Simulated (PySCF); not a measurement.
B3H5N3, SMILES N1BN[B]NB1 (connectivity only; charge and spin as stated), charge +1, multiplicity 1. Atoms are numbered in the order given.

```xyz
11

B      0.0000     0.0000     1.2112
N      0.0000    -1.2848     0.8322
B      0.0000    -1.2809    -0.6624
N      0.0000     0.0000    -1.2881
B      0.0000     1.2809    -0.6624
N      0.0000     1.2848     0.8322
H      0.0000    -2.1556     1.3560
H      0.0000    -2.3273    -1.2354
H      0.0000     0.0000    -2.3071
H      0.0000     2.3273    -1.2354
H      0.0000     2.1556     1.3560
```
Charge +1, spin multiplicity 1.

The structure is a stationary point at B3LYP-D3(BJ)/def2-SVP. The spin state was assumed, not searched. The isomer is the one that the SMILES or the coordinates give; other isomers of the formula were not compared.

Method: B3LYP-D3(BJ)/def2-SVP run with PySCF.

Frequencies are harmonic and unscaled.

```tsv
mode	ν (cm⁻¹)	IR (km/mol)	Raman (Å⁴/amu)	depolarisation	moving atoms (share of kinetic energy)
1	292	0.0	1.0	0.75	N 40 %, B 31 %, H 29 %
2	342	5.0	0.6	0.75	H 36 %, N 34 %, B 30 %
3	466	7.8	0.3	0.75	N 54 %, B 39 %
4	471	0.0	1.3	0.75	H 86 %, N 11 %
5	510	1.6	4.4	0.50	B 59 %, N 35 %
6	512	50.1	0.3	0.75	B 58 %, N 32 %, H 10 %
7	608	174.7	0.3	0.75	H 88 %, N 8 %
8	736	2.8	2.4	0.75	H 80 %, B 12 %
9	803	18.5	0.9	0.58	N 61 %, B 26 %, H 13 %
10	895	0.0	0.4	0.75	H 37 %, B 34 %, N 30 %
11	898	0.0	1.1	0.75	H 65 %, B 31 %
12	899	0.3	21.4	0.04	B 67 %, H 21 %, N 12 %
13	923	134.4	0.4	0.75	H 65 %, B 23 %, N 12 %
14	959	12.4	2.5	0.73	H 63 %, N 24 %, B 14 %
15	1014	9.3	0.0	–	H 83 %, B 11 %
16	1024	28.4	17.5	0.27	H 66 %, N 27 %
17	1117	13.3	1.8	0.75	H 68 %, N 26 %
18	1233	15.0	0.3	0.75	H 58 %, B 37 %
19	1264	348.7	12.4	0.17	N 58 %, H 23 %, B 19 %
20	1334	181.8	0.2	0.54	B 58 %, H 26 %, N 16 %
21	1429	211.4	1.1	0.75	N 44 %, H 37 %, B 19 %
22	1817	440.2	2.2	0.75	B 71 %, N 27 %
23	2723	72.4	76.9	0.75	H 90 %, B 10 %
24	2726	9.1	216.4	0.09	H 90 %, B 10 %
25	3580	133.5	75.1	0.25	H 93 %
26	3619	444.8	47.5	0.75	H 93 %
27	3625	141.5	107.6	0.14	H 93 %
```
